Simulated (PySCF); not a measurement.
Isomers of C4H12N2SSi2, mass 176.026 u with the commonest isotopes. The calculation used PBE0/pcSseg-1 in PySCF (dipole) on a GFN2-xTB geometry, gas phase. One conformer each, none proved a minimum here; rigid rotors.

**Question.** Order these by rotational constant A, smallest first.
A. `[CH2:1]=[N:2][Si@@H:3]1[S:4][SiH2:5][CH2:6][CH2:7][N:8]1[CH3:9]` with C1–N2–Si3–S4 -10°, N2–Si3–S4–Si5 -165°, Si3–S4–Si5–C6 37°, S4–Si5–C6–C7 14°, Si5–C6–C7–N8 -73°
B. `[CH2:1]=[N:2][Si@@H:3]1[CH2:4][CH2:5][NH:6][Si@H:7]1[S:8][CH3:9]` with C1–N2–Si3–C4 -135°, N6–Si7–S8–C9 -174°, N2–Si3–C4–C5 -145°, Si3–C4–C5–N6 44°, C4–C5–N6–Si7 -26°, C5–N6–Si7–S8 -124°
C. `[CH3:1][CH2:2][Si@H:3]([CH2:4][C:5]#[N:6])[S:7][SiH2:8][NH2:9]` with C1–C2–Si3–C4 66°, C2–Si3–C4–C5 -65°, C2–Si3–S7–Si8 154°, Si3–S7–Si8–N9 49°, S7–Si8–N9–H 180° and 44°

**Answer.** B (1244 MHz), C (1273 MHz), A (1384 MHz).

**Question.** Order these by dipole moment, smallest first.
A. `[CH3:1][CH2:2][Si@H:3]([CH2:4][C:5]#[N:6])[S:7][SiH2:8][NH2:9]` with C1–C2–Si3–C4 66°, C2–Si3–C4–C5 -65°, C2–Si3–S7–Si8 154°, Si3–S7–Si8–N9 49°, S7–Si8–N9–H 180° and 44°
B. `[CH2:1]=[N:2][Si@@H:3]1[S:4][SiH2:5][CH2:6][CH2:7][N:8]1[CH3:9]` with C1–N2–Si3–S4 -10°, N2–Si3–S4–Si5 -165°, Si3–S4–Si5–C6 37°, S4–Si5–C6–C7 14°, Si5–C6–C7–N8 -73°
C. `[CH2:1]=[N:2][Si@@H:3]1[CH2:4][CH2:5][NH:6][Si@H:7]1[S:8][CH3:9]` with C1–N2–Si3–C4 -135°, N6–Si7–S8–C9 -174°, N2–Si3–C4–C5 -145°, Si3–C4–C5–N6 44°, C4–C5–N6–Si7 -26°, C5–N6–Si7–S8 -124°

**Answer.** B (1.75 D), C (2.31 D), A (4.68 D).

**Question.** Order these by rotational constant B, smallest first.
A. `[CH3:1][CH2:2][Si@H:3]([CH2:4][C:5]#[N:6])[S:7][SiH2:8][NH2:9]` with C1–C2–Si3–C4 66°, C2–Si3–C4–C5 -65°, C2–Si3–S7–Si8 154°, Si3–S7–Si8–N9 49°, S7–Si8–N9–H 180° and 44°
B. `[CH2:1]=[N:2][Si@@H:3]1[S:4][SiH2:5][CH2:6][CH2:7][N:8]1[CH3:9]` with C1–N2–Si3–S4 -10°, N2–Si3–S4–Si5 -165°, Si3–S4–Si5–C6 37°, S4–Si5–C6–C7 14°, Si5–C6–C7–N8 -73°
C. `[CH2:1]=[N:2][Si@@H:3]1[CH2:4][CH2:5][NH:6][Si@H:7]1[S:8][CH3:9]` with C1–N2–Si3–C4 -135°, N6–Si7–S8–C9 -174°, N2–Si3–C4–C5 -145°, Si3–C4–C5–N6 44°, C4–C5–N6–Si7 -26°, C5–N6–Si7–S8 -124°

**Answer.** A (723.2 MHz), C (754.6 MHz), B (903.6 MHz).

```json
{"SMILES": "C=N[Si@@H]1CCN[Si@H]1SC", "point group": "C1", "Ia (u·Å²)": "406.21", "Ib (u·Å²)": "669.74", "Ic (u·Å²)": "990.61", "κ": "-0.33", "μa (D)": "1.84", "μb (D)": "1.26", "μc (D)": "0.61"}
{"SMILES": "CC[Si@H](CC#N)S[SiH2]N", "point group": "C1", "Ia (u·Å²)": "397.03", "Ib (u·Å²)": "698.77", "Ic (u·Å²)": "836.89", "κ": "-0.64", "μa (D)": "2.04", "μb (D)": "1.36", "μc (D)": "3.99"}
{"SMILES": "C=N[Si@@H]1S[SiH2]CCN1C", "point group": "C1", "Ia (u·Å²)": "365.19", "Ib (u·Å²)": "559.30", "Ic (u·Å²)": "837.53", "κ": "-0.23", "μa (D)": "0.67", "μb (D)": "1.58", "μc (D)": "0.36"}
```
